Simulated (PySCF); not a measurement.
Species: CdMe(SeMe), C2H6CdSe (singlet state).
Structure used (PBE0-D3(BJ)/def2-SVP), in Å, numbered top down from 1:
```xyz
10
C2H6CdSe angstrom
Cd     0.2826   -0.7306    0.5682
C      0.1377   -0.4756    2.6607
H     -0.8999   -0.2552    2.9520
H      0.7834    0.3513    2.9913
H      0.4576   -1.3962    3.1726
Se     0.4641   -1.0749   -1.8706
C     -0.2128    0.6575   -2.5065
H     -1.2308    0.8539   -2.1466
H     -0.2367    0.5905   -3.6028
H      0.4547    1.4793   -2.2181
```

Method used: TDDFT B3LYP/def2-SVPD, vertical, gas phase, core orbitals frozen in the response, def2 core potentials past Kr (PySCF 2.14.0, density-fitted response routines). Spin–orbit coupling is left out.

Question: What does the calculation give for the low-lying excited states?

Answer: 

```tsv
state	E (eV)	λ (nm)	ν̃ (cm⁻¹)	f	main configurations (H = HOMO, L = LUMO)
S1	3.86	321.2	31140	0.0016	H→L (99%)
S2	4.17	297.6	33600	0.021	H→L+1 (99%)
S3	4.69	264.4	37820	0.0040	H→L+2 (80%), H-1→L (16%)
S4	4.91	252.3	39640	0.0055	H-1→L (71%), H-1→L+1 (20%), H→L+2 (8%)
S5	5.45	227.7	43920	0.0000	H-1→L+2 (96%)
S6	5.63	220.1	45440	0.0004	H→L+3 (88%)
S7	5.79	214.0	46720	0.681	H-1→L+1 (70%), H-1→L (11%), H→L+2 (9%)
S8	5.91	209.7	47680	0.019	H→L+4 (90%)
S9	6.45	192.2	52020	0.019	H→L+5 (70%), H→L+6 (25%)
S10	6.54	189.6	52740	0.0036	H-2→L (60%), H-1→L+3 (32%)
```

Triplets (Tamm–Dancoff): T1 3.69 eV, H→L (97%); T2 3.86 eV, H→L+1 (97%); T3 4.29 eV, H→L+2 (90%); T4 4.46 eV, H-1→L (49%), H-1→L+1 (38%), H→L+2 (10%).

The lowest singlet comes at 321 nm (372 kJ/mol) in the ultraviolet; it is very weak; its leading configuration is HOMO→LUMO (99%). The strongest level in the table is S7 at 5.79 eV (214 nm, f = 0.681). For S1 the Löwdin share of cadmium is 6% in HOMO and 50% in LUMO; for S7 the Löwdin share of cadmium is 15% in HOMO-1 and 40% in LUMO+1. Orbital energies (eV): HOMO-3 -9.30, HOMO-2 -8.34, HOMO-1 -6.85, HOMO -5.91, LUMO -1.05, LUMO+1 -0.83, LUMO+2 -0.44. Of the 10 states listed, 4 reach f = 0.01 and 2 stay under 0.0005. The vertical ionisation energy (ΔSCF) is 8.18 eV, 1.64 eV above S10. Only the lowest 10 singlets were computed, as vertical energies without vibronic structure.

The run took 43 s of wall time on an x86-64 server with one thread, no GPU, shared host.
